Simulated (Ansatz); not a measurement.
Born–Oppenheimer molecular dynamics of GeH3Se (5 atoms, charge 1, multiplicity 1). It starts at the highest image of a converged band, a first-order saddle point between two minima.

Level of theory: UKS PBE0-D4/def2-SVP in Ansatz 0.2.0.

```json
{
  "ensemble": "NVE (velocity Verlet)",
  "time step": "0.5 fs",
  "steps asked": "200",
  "starting velocities drawn for": "300 K",
  "seed": "6512"
}
```

First frame:

```xyz
5
Properties=species:S:1:pos:R:3
Ge -1.036 -0.716 0.218
Se 0.193 1.258 -0.380
H 0.003 -1.334 1.194
H -0.662 -0.251 -1.320
H 1.502 1.042 0.287
```

**Question.** How far do the bonds stretch over the last three quarters of this one trajectory? (Pairs bonded in most of those frames.)

**Answer.** 
```
   bond  mean (Å)  spread (Å)  shortest  longest
Ge1–Se2     2.884       0.160      2.56     3.09
 Ge1–H3     1.599       0.016      1.57     1.63
 Se2–H4     1.537       0.121      1.33     1.73
 Se2–H5     1.485       0.017      1.46     1.52
```

Mean temperature of the second half: 2046 K. The conserved energy stayed within 0.57 meV per atom of its start (net change -0.21 meV per atom), so the integration is sound. The system heated up, since it started high on the potential surface and ran downhill. A run of 0.1 ps of so small a system gives no equilibrium averages. The orbitals stay closed-shell, which can raise the energy where a bond breaks towards radicals; this wasn't checked here. Limits of this set-up: the dipole of an ion depends on the origin.

Time of the run: 3.2 min on 2 threads of AMD EPYC 9R45 96-Core Processor (Zen 5), with other jobs on the host, peak memory 0.28 GiB.
